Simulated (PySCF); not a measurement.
Molfile (atoms numbered from 1):
```
C8H12Si
     RDKit          3D

 21 22  0  0  0  0  0  0  0  0999 V2000
   -2.5043   -1.3015   -0.3806 C   0  0  0  0  0  0  0  0  0  0  0  0
   -1.6124   -0.0924    0.7809 Si  0  0  2  0  0  4  0  0  0  0  0  0
   -1.9374    1.7314    0.4426 C   0  0  0  0  0  0  0  0  0  0  0  0
   -0.7907    2.3147    0.0682 C   0  0  0  0  0  0  0  0  0  0  0  0
    0.3845    1.4671   -0.0024 C   0  0  0  0  0  0  0  0  0  0  0  0
    0.2117    0.1729    0.3230 C   0  0  0  0  0  0  0  0  0  0  0  0
    1.2549   -0.8586    0.3234 C   0  0  0  0  0  0  0  0  0  0  0  0
    2.3405   -0.8624   -0.7265 C   0  0  0  0  0  0  0  0  0  0  0  0
    2.6820   -0.5228    0.6840 C   0  0  0  0  0  0  0  0  0  0  0  0
   -3.5643   -1.3433   -0.1525 H   0  0  0  0  0  0  0  0  0  0  0  0
   -2.1027   -2.3041   -0.2744 H   0  0  0  0  0  0  0  0  0  0  0  0
   -2.3955   -1.0058   -1.4196 H   0  0  0  0  0  0  0  0  0  0  0  0
   -1.7821   -0.4738    2.1899 H   0  0  0  0  0  0  0  0  0  0  0  0
   -2.8602    2.2794    0.5292 H   0  0  0  0  0  0  0  0  0  0  0  0
   -0.7000    3.3639   -0.1806 H   0  0  0  0  0  0  0  0  0  0  0  0
    1.3271    1.9010   -0.3070 H   0  0  0  0  0  0  0  0  0  0  0  0
    0.9042   -1.8333    0.6422 H   0  0  0  0  0  0  0  0  0  0  0  0
    2.3288   -0.0679   -1.4567 H   0  0  0  0  0  0  0  0  0  0  0  0
    2.6615   -1.8144   -1.1223 H   0  0  0  0  0  0  0  0  0  0  0  0
    2.9046    0.5052    0.9248 H   0  0  0  0  0  0  0  0  0  0  0  0
    3.2410   -1.2382    1.2684 H   0  0  0  0  0  0  0  0  0  0  0  0
  1  2  1  0
  2  3  1  0
  3  4  2  0
  4  5  1  0
  5  6  2  0
  6  7  1  0
  7  8  1  0
  8  9  1  0
  6  2  1  0
  9  7  1  0
  1 10  1  0
  1 11  1  0
  1 12  1  0
  2 13  1  1
  3 14  1  0
  4 15  1  0
  5 16  1  0
  7 17  1  0
  8 18  1  0
  8 19  1  0
  9 20  1  0
  9 21  1  0
M  END
```

One conformer, fast rotation and ring inversion assumed for equivalent nuclei, isolated molecule, relativity neglected. Geometry from GFN2-xTB; NMR shieldings at PBE0/pcSseg-1/GIAO; PySCF 2.14.

Predict the 2D correlation tables (HSQC, COSY, HMBC).

Answers



HSQC (one-bond C–H):
| δH | δC |
| --- | --- |
| 7.18 (H15) | 156.0 (C4) |
| 6.26 (H16) | 137.5 (C5) |
| 5.84 (H14) | 130.7 (C3) |
| 1.47 (H17) | 14.9 (C7) |
| 1.05 (H21) | 18.0 (C9) |
| 1.04 (H19) | 18.9 (C8) |
| 0.62 (H20) | 18.0 (C9) |
| 0.52 (H18) | 18.9 (C8) |
| 0.36 (H10/H11/H12) | -6.7 (C1) |

COSY cross peaks (H two or three bonds apart, from the bond graph; peaks can be absent where the dihedral angle is near 90°):
| δH | δH |
| --- | --- |
| 7.18 (H15) | 6.26 (H16) |
| 7.18 (H15) | 5.84 (H14) |
| 5.84 (H14) | 4.79 (H13) |
| 4.79 (H13) | 0.36 (H10/H11/H12) |
| 1.47 (H17) | 1.05 (H21) |
| 1.47 (H17) | 1.04 (H19) |
| 1.47 (H17) | 0.62 (H20) |
| 1.47 (H17) | 0.52 (H18) |
| 1.05 (H21) | 1.04 (H19) |
| 1.05 (H21) | 0.62 (H20) |
| 1.05 (H21) | 0.52 (H18) |
| 1.04 (H19) | 0.62 (H20) |
| 1.04 (H19) | 0.52 (H18) |
| 0.62 (H20) | 0.52 (H18) |

HMBC (two and three bonds, from the bond graph):
| δH | δC |
| --- | --- |
| 7.18 (H15) | 164.5 (C6), 137.5 (C5), 130.7 (C3) |
| 6.26 (H16) | 164.5 (C6), 156.0 (C4), 130.7 (C3), 14.9 (C7) |
| 5.84 (H14) | 164.5 (C6), 156.0 (C4), 137.5 (C5), -6.7 (C1) |
| 4.79 (H13) | 164.5 (C6), 156.0 (C4), 137.5 (C5), 130.7 (C3), 14.9 (C7), -6.7 (C1) |
| 1.47 (H17) | 164.5 (C6), 137.5 (C5), 18.9 (C8), 18.0 (C9) |
| 1.05 (H21) | 164.5 (C6), 18.9 (C8), 14.9 (C7) |
| 1.04 (H19) | 164.5 (C6), 18.0 (C9), 14.9 (C7) |
| 0.62 (H20) | 164.5 (C6), 18.9 (C8), 14.9 (C7) |
| 0.52 (H18) | 164.5 (C6), 18.0 (C9), 14.9 (C7) |
| 0.36 (H10/H11/H12) | 164.5 (C6), 130.7 (C3) |

δ = σ(ref) − σ, references computed at the same level: ¹H, ¹³C against TMS.

Short H···H contacts in this conformer between protons four or more bonds apart (candidates for NOE cross peaks, intensity ∝ r⁻⁶): H16···H20 2.44 Å, H16···H18 2.49 Å.

Shifts are as computed. Against solution values, carbons near 30 ppm lie about +3 ppm off and those near 130 ppm about +5 ppm. Of 1211 compounds with measured shifts, 218 miss one by over three times the rms of a fit or turn the order of signals round; such compounds aren't used in these exercises.
